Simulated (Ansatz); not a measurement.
Cost and result for the atomization energy of `O[B]O[SiH3]` radical (8 atoms, 7 bonds).

Z-matrix (Å, degrees):
```
Si
O 1 1.653
H 1 1.480 2 108.6
H 1 1.480 2 108.6 3 -120.4
H 1 1.491 2 110.1 3 119.8
B 2 1.345 1 139.4 3 -119.8
O 6 1.346 2 127.7 1 0.0
H 7 0.968 6 115.1 2 -0.0
```

Total charge 0; spin multiplicity 2. All single points use the PBE0-D4/def2-TZVP geometry. It is one conformer, not always the lowest. Program: Ansatz. Hardware: A = 2 threads of an AMD EPYC 7R13 on a shared host; B = 2 threads of an AMD EPYC 7R13 on a shared host and a share of an NVIDIA H100 80 GB. Times are those of one run each, without the atoms' runs, and a repeat can differ threefold. Electronic energies, without spin–orbit coupling; frozen cores. CCSD(T)/CBS extrapolates def2-TZVPP and def2-QZVPP, and its time is that of the two runs behind it. T1 = 0.015; ⟨S²⟩ of the reference is 0.75. B3LYP takes the VWN-RPA correlation (the form of Gaussian; ORCA's B3LYP/G).

CCSD(T)/CBS is a level of theory with its own doubt, some kJ/mol a heavy atom from the limit and from the frozen cores, so smaller differences don't rank the functionals.

```json
{"level": "PBE-D4/def2-TZVPP (with forces) [A]", "functions": "191", "wall time": "2.7 s", "atomization (kcal/mol)": "712.0", "difference from CCSD(T)/CBS": "9.2", "per bond": "1.3"}
{"level": "PBE0-D4/def2-TZVPP [A]", "functions": "191", "wall time": "3.9 s", "atomization (kcal/mol)": "697.7", "difference from CCSD(T)/CBS": "-5.1", "per bond": "-0.7"}
{"level": "B3LYP-D4/def2-TZVPP (with forces) [A]", "functions": "191", "wall time": "4 s", "atomization (kcal/mol)": "703.2", "difference from CCSD(T)/CBS": "0.4", "per bond": "0.1"}
{"level": "CCSD(T)/def2-TZVPP [B]", "functions": "191", "wall time": "4.1 s", "atomization (kcal/mol)": "682.6", "difference from CCSD(T)/CBS": "-20.2", "per bond": "-2.9"}
{"level": "B2PLYP/def2-TZVPP [A]", "functions": "191", "wall time": "5.5 s", "atomization (kcal/mol)": "697.0", "difference from CCSD(T)/CBS": "-5.8", "per bond": "-0.8"}
{"level": "r2SCAN-D4/def2-TZVPP (with forces) [A]", "functions": "191", "wall time": "6 s", "atomization (kcal/mol)": "709.6", "difference from CCSD(T)/CBS": "6.8", "per bond": "1.0"}
{"level": "ωB97X-V/def2-TZVPP [A]", "functions": "191", "wall time": "8.5 s", "atomization (kcal/mol)": "703.2", "difference from CCSD(T)/CBS": "0.4", "per bond": "0.1"}
{"level": "ωB97M-V/def2-TZVPP (with forces) [A]", "functions": "191", "wall time": "12 s", "atomization (kcal/mol)": "703.8", "difference from CCSD(T)/CBS": "1.0", "per bond": "0.1"}
{"level": "CCSD(T)/def2-QZVPP [B]", "functions": "361", "wall time": "38 s", "atomization (kcal/mol)": "694.9", "difference from CCSD(T)/CBS": "-7.9", "per bond": "-1.1"}
{"level": "CCSD(T)/CBS(def2)", "functions": "–", "wall time": "42 s", "atomization (kcal/mol)": "702.8", "difference from CCSD(T)/CBS": "0.0", "per bond": "0.0"}
```

The D4 term adds +5.3 kcal/mol with B3LYP and +2.7 kcal/mol with PBE0; it sums over pairs of atoms, weighted by their polarisabilities, and B3LYP, whose exchange is more repulsive, gets the larger term. From PBE to PBE0 (25 % exact exchange), in def2-TZVPP and without D4, the atomization energy moves by −13.8 kcal/mol: exact exchange takes away binding that semilocal exchange gives to molecules. In def2-TZVPP, CCSD(T) changes the Hartree–Fock value by +160.4 kcal/mol (the triples alone add +9.5 kcal/mol) and MP2 by +178.7 kcal/mol; breaking electron pairs costs correlation energy, which Hartree–Fock lacks.
